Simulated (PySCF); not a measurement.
C₅H₈S. Atoms are numbered in the order given.

```xyz
14

C      3.4854    -0.3913    -1.0162
C      2.0780    -0.0511    -0.8409
C      0.9088     0.2349    -0.6986
C     -0.4955     0.5579    -0.5016
S     -1.1748    -0.3462     0.9560
C     -2.8770     0.2894     0.8843
H      3.6050    -1.4194    -1.3958
H      4.0344    -0.3202    -0.0628
H      3.9737     0.2889    -1.7336
H     -1.0862     0.2845    -1.3932
H     -0.6257     1.6417    -0.3366
H     -3.3715     0.0139    -0.0606
H     -2.9049     1.3837     1.0073
H     -3.4264    -0.1725     1.7169
```
Charge 0, spin multiplicity 1.

Coordinates come from a B3LYP-D3(BJ)/def2-SVP optimisation. The values are those of a single conformer.

Calculation: PySCF 2.14.0 with TDDFT-PBE0/def2-SVPD.

Vertical excitations. Gas-phase values at a fixed geometry.

```tsv
state	energy (eV)	λ (nm)	f	main pairs
S1	5.20	238	0.000	HOMO→LUMO 91 %
S2	5.76	215	0.006	HOMO→LUMO+1 80 %
S3	5.99	207	0.001	HOMO→LUMO+2 82 %
S4	6.17	201	0.002	HOMO−2→LUMO 51 %, HOMO−2→LUMO+2 19 %, HOMO→LUMO+2 13 %
S5	6.46	192	0.045	HOMO−1→LUMO 36 %, HOMO→LUMO+4 34 %, HOMO−2→LUMO+4 15 %, HOMO−1→LUMO+2 7 %
S6	6.57	189	0.026	HOMO→LUMO+4 38 %, HOMO→LUMO+3 26 %, HOMO−1→LUMO 17 %, HOMO−2→LUMO+4 6 %
S7	6.58	189	0.021	HOMO→LUMO+3 45 %, HOMO→LUMO+4 23 %, HOMO→LUMO+5 10 %, HOMO−1→LUMO 9 %
S8	6.71	185	0.000	HOMO−1→LUMO+4 44 %, HOMO−2→LUMO+1 24 %, HOMO−2→LUMO 16 %, HOMO→LUMO+5 10 %
S9	6.76	184	0.006	HOMO−1→LUMO+4 43 %, HOMO−2→LUMO+1 28 %, HOMO→LUMO+5 20 %
S10	6.76	183	0.004	HOMO−1→LUMO+1 73 %
T1	4.67	266	0	HOMO→LUMO 84 %
T2	5.11	243	0	HOMO−1→LUMO 32 %, HOMO−1→LUMO+2 21 %, HOMO−2→LUMO+4 19 %, HOMO−1→LUMO+1 8 %
T3	5.35	232	0	HOMO→LUMO+2 54 %, HOMO→LUMO+1 24 %
T4	5.60	222	0	HOMO−2→LUMO 31 %, HOMO−2→LUMO+2 20 %, HOMO−1→LUMO+4 15 %, HOMO→LUMO+2 10 %
```
Triplets are in the Tamm–Dancoff approximation, which puts them higher than full response would, so one can lie above its singlet here.
